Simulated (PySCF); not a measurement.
CH5BiO3, SMILES [OH][Bi]([OH])[O]C. Coordinates come from a PBE0-D3(BJ)/def2-SVP optimisation. The structure was generated by enumeration; whether it is a known compound was not checked. The def2 effective core potentials stand for the cores of Bi; spin–orbit coupling is left out. The values are those of a single conformer.

Question: Give the equilibrium geometry at PBE0-D3(BJ)/def2-SVP (PySCF confirms it by a frequency run) as a Z-matrix. (An estimate is asked for; the answer gives what the named calculation found.)

Answer: This is not unique; one that fits is 
```
O
C 1 1.3991
H 2 1.1041 1 109.07
H 2 1.1064 3 107.71 1 122.71
H 2 1.1085 3 107.30 4 115.58
Bi 1 2.0892 2 121.03 3 151.21
O 6 2.0844 1 97.52 2 -21.49
H 7 0.9683 6 107.46 1 86.23
O 6 2.0908 7 92.65 8 -9.55
H 9 0.9668 6 109.43 7 105.33
```
